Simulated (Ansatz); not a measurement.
RuO2⁻. Total charge -1; doublet. Geometry relaxed at PBE0-D4/def2-TZVPD.

```xyz
3

Ru    0.014    0.260   -0.032
O    -0.699    0.087    1.494
O     0.686   -0.347   -1.462
```

In the def2 sets Ru takes a core potential; there is no spin–orbit coupling. The structure comes from a short search, and lower isomers may exist.

Question: Estimate the harmonic wavenumbers at UKS PBE0-D4/def2-TZVPD (Ansatz, unscaled). Is this a minimum?

Answer: 171, 918, 962 cm⁻¹. Yes, no mode is imaginary beyond noise. Zero-point energy 12.3 kJ/mol. It took 8.5 s on 4 threads of Arm Neoverse V2 on a shared host.
